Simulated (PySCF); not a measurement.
Compound: C6H9N3.
Atom-mapped SMILES: `[CH2:1]=[CH:2][CH2:3][n:4]1[cH:5][n:6][n:7][c:8]1[CH3:9]`

Structure used (GFN2-xTB), in Å, numbered top down from 1:
```
atom  x, y, z in Å
C1    -1.8011   -1.8578   -0.1608
C2    -1.6089   -0.6689    0.3765
C3    -0.4686   -0.3348    1.2962
N4     0.2723    0.7977    0.8030
C5     0.1796    2.1008    1.1910
N6     0.9681    2.8461    0.4822
N7     1.5985    2.0510   -0.3999
C8     1.1866    0.8297   -0.2180
C9     1.6221   -0.3641   -0.9760
H10   -2.6315   -2.0567   -0.8156
H11   -1.1426   -2.6868    0.0425
H12   -2.2751    0.1556    0.1597
H13   -0.8564   -0.0740    2.2871
H14    0.2051   -1.1914    1.3962
H15   -0.4593    2.4418    1.9796
H16    0.7685   -0.8470   -1.4511
H17    2.3303   -0.0508   -1.7365
H18    2.1037   -1.0840   -0.3142
```

NICS = −σ at a ghost point: NICS(0) at the centroid of the ring atoms, NICS(1) 1 Å to either side along the normal of their mean plane, zz for the tensor component along that normal. Level: GIAO PBE0/pcSseg-1 (PySCF, non-relativistic, gas phase) on the GFN2-xTB geometry, one conformer.

Ring bond lengths (Å), with Mayer bond orders in brackets: N4–C5 1.363 (1.15), C5–N6 1.296 (1.65), N6–N7 1.344 (1.22), N7–C8 1.302 (1.62), C8–N4 1.371 (1.08).

Problem. Give the NICS values of each ring in ppm.

Solution. 
```json
{"ring": "N4–C5–N6–N7–C8", "type": "5-membered ring with 3 N; formal bonds all aromatic", "NICS(0)": "-11.2", "NICS(1), two faces": "-11.1 / -11.3", "NICS(1)zz, two faces": "-29.3 / -29.8", "rms pucker (Å)": "0.00", "centre to ring atoms, mean (Å)": "1.14"}
```

Problem. What can be read from them?

Solution. 
- N4–C5–N6–N7–C8: mean NICS(1)zz -29.6 ppm, shielded, aromatic by this magnetic criterion (flat ring, no four-coordinate atom).

Problem. How equal are the bonds by HOMA? HOMA = 1 − mean of α(R − Ropt)² over the ring bonds, with Krygowski's 1993 parameters (CN: Ropt 1.334 Å, α 93.52 Å⁻²; NN: Ropt 1.309 Å, α 130.33 Å⁻²).

Solution. 
- N4–C5–N6–N7–C8: HOMA 0.88; the largest term is that of N6–N7, α(R − Ropt)² = 0.16. The geometric and the magnetic index point the same way.

Problem. What is the mean of the two in-plane components of NICS at the second NICS(1) probe listed for ring N4–C5–N6–N7–C8, 1 Å off the ring?

Solution. The isotropic value is a third of the trace: (3 × -11.3 − (-29.8))/2 = -2.1 ppm.

Problem. List the ring angles and the Hirshfeld charges of the ring atoms.

Solution. 
- N4–C5–N6–N7–C8: N4 103.6° (-0.013 e), C5 110.7° (+0.025 e), N6 107.7° (-0.171 e), N7 108.4° (-0.172 e), C8 109.7° (+0.087 e); sum 540.0° against 540° for a flat convex ring.

Problem. What are the shieldings of the ring atoms and their hydrogens in the same run (means over atoms taken as equivalent)?

Solution. 
```tsv
atoms	environment	σ isotropic (ppm)	principal values of the symmetric part, first atom (ppm)
N4	pyrrole-type nitrogen	71.2	-34.8, 85.3, 163.1
C5	aromatic CH next to a ring nitrogen	40.9	-49.0, 71.5, 100.1
N6	pyridine-type nitrogen	-97.1	-344.8, -128.8, 182.4
N7	pyridine-type nitrogen	-95.9	-317.8, -123.2, 153.4
C8	substituted aromatic carbon	33.4	-53.6, 46.4, 107.3
H15	aromatic hydrogen	24.01	21.5, 23.4, 27.1
```
